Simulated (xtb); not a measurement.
Input for xtb: GFN2-xTB on AsBF2H2 (SMILES FB(F)[AsH2]), a point of a torsion scan.

```
$ xtb mol.xyz --gfn 2 --sp --chrg 0 --uhf 0
6

F     -1.67212093    -1.05646448     0.36943900
B     -0.84782951    -0.07865132     0.04292647
F     -1.43276497     0.89324866    -0.63066305
As     1.07076081    -0.01780944     0.65499090
H      1.39699800    -1.31839078    -0.01537689
H      1.51973685     0.73121582    -0.56334309
```

Predict the final total energy.

-14.1711 hartree.
